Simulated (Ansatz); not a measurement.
BF2I (`FB(F)I`) at its PBE0-D4/def2-TZVP geometry, where that method's forces vanish. Charge 0, multiplicity 1. I takes the def2 core potential.

```xyz
4

F     1.2248   -0.5687    0.4390
B     0.1243   -0.1136   -0.1047
F    -0.1448   -0.4189   -1.3489
I    -1.2042    1.1012    1.0147
```

Question: What forces (eV/Å) does r2SCAN-D4/def2-TZVPP give on these atoms in Ansatz 0.2.0? (An estimate is asked.)

Answer: Ansatz gave: 
```
F1   0.163 -0.065  0.086
B2  -0.067  0.061  0.056
F3  -0.045 -0.043 -0.185
I4  -0.051  0.047  0.043
```
